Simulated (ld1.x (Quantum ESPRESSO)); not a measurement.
**Before and after: PAW potential for Cd (Z = 48)**

ld1.x (Quantum ESPRESSO) 7.5 input, shortened:

```
&input
   title='Cd', zed=48., rel=1, dft='PBE', iswitch=3,
   config='[Kr] 4d10 4f-2 5s2 5p0'
 /
 &inputp
   pseudotype=3, lpaw=.true., tm=.true., lloc=-1, rcloc=2.35,
   nlcc=.true., new_core_ps=.true., rcore=1.85,
   which_augfun='PSQ', rmatch_augfun_nc=.true.
 /
8
5S  1  0   2.00   0.00  1.60  2.15  0.0
5S  1  0   0.00   2.20  1.60  2.15  0.0
5P  2  1   0.00   0.00  2.00  2.25  0.0
5P  2  1   0.00   1.90  2.00  2.25  0.0
4D  3  2  10.00   0.00  1.50  2.00  0.0
4D  3  2   0.00   0.10  1.50  2.00  0.0
4F  4  3  -2.00   0.05  1.90  2.40  0.0
4F  4  3  -2.00   1.25  1.90  2.40  0.0
 &test
   configts(1)='4d10 5s2 5p0'
 /
```

Change: wave 5s channel at 2.2 Ry: rcut 1.60, rcutus 2.15 bohr becomes 5s channel at -0.16 Ry: rcut 1.60, rcutus 2.15 bohr.

Cutoffs: the cutoffs (Ry, on a coarse ladder) from which the occupation-weighted sum of valence levels, in a spherical-Bessel basis at the reference potential, stays within 10 and 1 mRy of its value at 400 Ry; they do not see the model core or the augmentation charge, which bear on the density cutoff. Errors are all-electron minus pseudo energies relative to the spin-unpolarised reference configuration.

Predict the effect on cutoff, ghosts and configuration errors.

The potential gets neither clearly harder nor softer (30 Ry and 45 Ry → 30 Ry and 45 Ry); of the 6 tests that both files solve, the error grows in 0 and shrinks in 2 by more than 15 % and 0.3 meV (median size 12.3 → 9.3 meV); the range in which the s phases agree narrows (upper end 4.4 → 2.2); neither file shows a bound ghost at the reference potential, the only one tested.

| quantity | base | changed |
| --- | --- | --- |
| cutoff, loose | 30 Ry | 30 Ry |
| cutoff, tight | 45 Ry | 45 Ry |
| bound ghosts | none | none |
| tests counted (converged, no solver errors) | 6 of 7 | 6 of 7 |
| error for 4d10 5s1 5p0, meV [ΔE 9.27 eV] | -1.9 | -1.9 |
| error for 4d10 5s0 5p0, meV [ΔE 26.40 eV] | -5.1 | -5.1 |
| error for 4d9 5s0 5p0, meV [ΔE 64.41 eV] | -82 | -82 |
| error for 4d9 5s2 5p1, meV [ΔE 12.65 eV] | -26 | -20 |
| error for 4d9 5s2 5p0, meV [ΔE 17.97 eV] | -19 | -13 |
| error for 4d10 5s0 5p1, meV [ΔE 15.05 eV] | -2.2 | -2.2 |
| s: phases at 2.61 bohr within 0.05 rad from the reference energy up to (Ry; the scan ends near 5) | 4.4 | 2.2 |
| p: phases at 2.61 bohr within 0.05 rad from the reference energy up to (Ry; the scan ends near 5) | 3.4 | 3.4 |
| d: phases at 2.61 bohr within 0.05 rad from the reference energy up to (Ry; the scan ends near 5) | to the end of the scan | to the end of the scan |
| f: phases at 2.61 bohr within 0.05 rad from the reference energy up to (Ry; the scan ends near 5) | 4.2 | 4.2 |
| lowest overlap eigenvalue by channel | s 0.50, p 0.59, d 0.34, f 0.97 | s 0.46, p 0.59, d 0.34, f 0.97 |

Base: Tests not counted: 4d8 5s0 5p0 (solver errors, printed error -675 eV). Changed file: Tests not counted: 4d8 5s0 5p0 (solver errors, printed error -675 eV).
